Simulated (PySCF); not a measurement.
**Computed properties of FH₅SSi₂, SMILES F[SiH2]S[SiH3]**

FH5SSi2, SMILES F[SiH2]S[SiH3]. Geometry: ωB97X-D3(BJ)/def2-SVP. This is a generated structure with no PubChem entry under its InChIKey; it may be hypothetical. The values are those of a single conformer. All values are computed for the isolated molecule unless a solvent is named; none is compared with measurement here.

**Structure.** All 21 harmonic modes at ωB97X-D3(BJ)/def2-SVP (PySCF) are real, so it is a minimum. With heavy atoms numbered as in [SiH3:1][S:2][SiH2:3][F:4], the shortest bond between them is Si3–F4 at 1.630 Å and the longest Si1–S2 at 2.153 Å.

**Vibrations.** The strongest infrared lines (harmonic, unscaled, degenerate partners summed) lie at 910 cm⁻¹ (377 km/mol, H 81 %, Si 14 %), 976 cm⁻¹ (257 km/mol, H 81 %, Si 14 %), 2312 cm⁻¹ (120 km/mol, H 96 %). The softest mode is at 56 cm⁻¹ and the zero-point energy is 30.6 kcal/mol.

**Electronic structure.** r2SCAN/def2-TZVP (PySCF) places the frontier levels at -6.92 and -0.87 eV, a gap of 6.05 eV, and gives a dipole moment of 0.84 D and a mean polarisability of 70.0 bohr³. PBE/def2-TZVP (PySCF) at the same geometry gives -6.63 and -1.24 eV, so its gap is 0.66 eV narrower. An orbital gap is neither the optical nor the fundamental gap.

**Excitations.** TDA-M06-2X/def2-SVPD (PySCF) has S1 at 6.23 eV (199 nm, f = 0.017, weak); the most intense of the 10 singlets computed lies at 7.73 eV (f = 0.06). T1 (TDA) is at 5.90 eV, 0.33 eV under S1. TDA-PBE/def2-SVPD (PySCF) puts S1 at 5.52 eV. No vertical singlet excitation falls in the visible range (under 3.1 eV).

**NMR.** GIAO shifts at HF/pcSseg-1 (PySCF) (non-relativistic, atoms alike by connectivity averaged): ¹H from 4.6 to 5.2 ppm against TMS; ²⁹Si from -47.5 to -2.6 ppm against TMS; ¹⁹F at -154.7 ppm against CFCl3.

**Solvation.** SMD-M06-2X/6-31G* (PySCF) gives 0.9 kcal/mol in water, -2.8 kcal/mol in diethylether, -2.9 kcal/mol in dichloromethane (1 M in both phases, gas-phase geometry).
